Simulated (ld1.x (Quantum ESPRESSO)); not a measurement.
# PBE PAW dataset for Al (Z = 13), scalar-relativistic all-electron reference.

ld1.x (Quantum ESPRESSO) 7.5 input, shortened:

```
&input
   title='Al', zed=13., rel=1, dft='PBE', iswitch=3,
   config='[Ne] 3s2 3p0.5 3d-2'
 /
 &inputp
   pseudotype=3, lpaw=.true., tm=.true., lloc=-1, rcloc=1.60,
   nlcc=.true., new_core_ps=.true.,
   which_augfun='PSQ', rmatch_augfun_nc=.true.
 /
6
3S  1  0   2.00   0.00  1.35  1.75  0.0
3S  1  0   0.00   2.30  1.35  1.75  0.0
3P  2  1   0.50   0.00  1.60  2.20  0.0
3P  2  1   0.00   0.75  1.60  2.20  0.0
3D  3  2  -2.00   0.25  1.75  1.90  0.0
3D  3  2  -2.00   2.45  1.75  1.90  0.0
 &test
   configts(1)='3s2 3p0.5'
 /
```

* Cutoffs needed: 10 Ry and 15 Ry (the cutoffs (Ry, on a coarse ladder) from which the occupation-weighted sum of valence levels, in a spherical-Bessel basis at the reference potential, stays within 10 and 1 mRy of its value at 400 Ry)
* Ghost test: no extra level below or beside the all-electron valence levels (s, p, d, f tested) (spherical-Bessel basis up to 400 Ry, 20 bohr box)
* Largest excitation error: -16 meV (all-electron minus pseudo) for 3s1 3p0, out of 7 test configurations
* Lowest eigenvalue of the overlap operator: 0.49 (s channel)
* Density cutoff estimated by the generator: 145 Ry
